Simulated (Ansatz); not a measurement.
Reactions of `F[SiH2]C1C=NC1`.

Program: Ansatz. Geometries: PBE0-D4/def2-TZVP. ΔE: electronic, gas phase. CBS: MP2 limit from def2 TZ/QZ plus the TZ coupled-cluster correction, frozen cores. This one scheme is used for every species. Functionals use def2-TZVPP. def2 core potentials past Kr. For Se, Sn outer-core shells are correlated without core-valence functions, which leaves a few kJ/mol of doubt a bond. Scalar relativity is left out up to krypton. Each species was taken in one conformer, which may not be the lowest.

| reaction | PBE-D4 (eV) | ωB97M-V (eV) | ωB97X-V (eV) |
| --- | --- | --- | --- |
| `F[SiH2]C1C=NC1` + `N[SiH3]` → `F[SiH2]N[SiH3]` + `C1=NCC1` | -0.72 | -0.81 | -0.80 |
| `F[SiH2]C1C=NC1` + `B1CO[SiH2]1` → `F[SiH2]B1CO[SiH2]1` + `C1=NCC1` | 0.05 | 0.18 | 0.14 |
| `F[SiH2]C1C=NC1` + `N[SiH](F)F` → `F[SiH2]N[SiH](F)F` + `C1=NCC1` | -0.66 | -0.75 | -0.74 |
| `F[SiH2]C1C=NC1` + `[CH2]1[S][SnH2]1` → `F[SiH2][SnH]1[CH2][S]1` + `C1=NCC1` | -0.36 | -0.22 | -0.23 |
| `F[SiH2]C1C=NC1` + H₂Se → `F[SiH2][SeH]` + `C1=NCC1` | -0.66 | -0.63 | -0.64 |

Give the CCSD(T)/CBS values in the same order. (Estimate.)

Computed: -0.81, 0.16, -0.75, -0.29, -0.66 eV.

Largest T1 diagnostic: 0.014, for `F[SiH2][SnH]1[CH2][S]1`.
